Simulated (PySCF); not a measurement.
CH4O3, SMILES OC(O)O. Atoms are numbered in the order given.

```xyz
8

O     -0.1606     0.7062     1.0927
C      0.3448     0.0213     0.0000
O     -0.0352    -1.3245     0.0000
O     -0.1606     0.7062    -1.0927
H      0.1658     0.2476     1.8780
H      1.4572    -0.0077     0.0000
H     -1.0069    -1.3180     0.0000
H      0.1658     0.2476    -1.8780
```
Charge 0, spin multiplicity 1.

The structure is a stationary point at r2SCAN-D4/def2-SVP. Other conformers were not sampled.

Two levels are set side by side: PBE/pcSseg-1 (PySCF) and KT2/pcSseg-1 (PySCF). GIAO shifts against H2O (¹⁷O), TMS (¹H), TMS (¹³C) at the same level; non-relativistic, no solvent, atoms listed together averaged. Differences are taken from unrounded values.

| quantity | KT2 |
|---|---|
| δ(¹³C) of C2 (ppm) | 109.3 |
| δ(¹H) of H5, H7, H8 (ppm) | 1.65 |
| δ(¹H) of H6 (ppm) | 6.29 |

### Question
What does PBE give, and how far is it from KT2? (An estimate is asked for; the answer gives what the named calculation found.)

### Answer

```json
[
 {"quantity": "δ(¹³C) of C2 (ppm)", "PBE": "112.3", "PBE minus KT2": "3.0"},
 {"quantity": "δ(¹H) of H5, H7, H8 (ppm)", "PBE": "1.61", "PBE minus KT2": "-0.04"},
 {"quantity": "δ(¹H) of H6 (ppm)", "PBE": "6.39", "PBE minus KT2": "0.10"}
]
```

Rough cost on one machine, each run with all the roots and properties that it gave: KT2 against PBE within a factor of 2.
